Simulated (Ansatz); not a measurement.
`O[SiH2][CH2][GaH2]`, one more setting.

```yaml
crystal:
  periodic: [false, false, false]
  atoms:
    - {symbol: O, position_ang: [-0.888356, 0.844765, -0.713824]}
    - {symbol: Si, position_ang: [-0.412363, 0.763717, 0.914971]}
    - {symbol: C, position_ang: [0.840008, -0.557629, 0.715320]}
    - {symbol: Ga, position_ang: [0.423346, -0.898488, -1.235720]}
    - {symbol: H, position_ang: [-1.680120, 1.283882, -1.026671]}
    - {symbol: H, position_ang: [0.066257, 2.110584, 1.324811]}
    - {symbol: H, position_ang: [-1.610740, 0.418423, 1.726493]}
    - {symbol: H, position_ang: [1.865070, -0.218378, 0.866369]}
    - {symbol: H, position_ang: [0.648127, -1.433505, 1.335876]}
    - {symbol: H, position_ang: [-0.626721, -2.017454, -1.578602]}
    - {symbol: H, position_ang: [1.375502, -0.295927, -2.329022]}
basis:
  gaussian: {orbitals: def2-mTZVP}
hamiltonian: {xc: {name: B3LYP}, dispersion: d3bjatm}
```

```sh
$ ansatz run in.yaml --threads 2 --pin off --events-out ev --progress --plain --max-ram 22528MiB --backend cpu
```

Output, abridged:

```
Functional definition: B3LYP
1276 factors; their error is unknown
mean field evaluation 1: about -63445.9692 eV, gradient 8.1e1 eV
mean field evaluation 2: about -63426.9425 eV, gradient 1.2e2 eV
mean field evaluation 4: about -63457.6431 eV, gradient 9.5e0 eV
mean field evaluation 8: about -63457.8150 eV, gradient 8.4e-2 eV
mean field evaluation 16: about -63458.0245 eV, gradient 1.1e-5 eV
mean field -63458.02446367 eV, -2332.0393856459 hartree, gradient 1.1e-5 eV, S^2 0.000000; 0 other end points of the search recorded, 0 dependent functions left out
reference -63458.02476353 eV, -2332.0393966655 hartree; 33, 33 occupied and 89, 89 virtual orbitals, 1276 factors
Total energy: -63458.45307978 eV, -2332.0551369976 hartree
```

It took 2 s on 2 threads of an AMD EPYC 7R13 on a shared host, with 0.31 GiB of host memory at the peak.
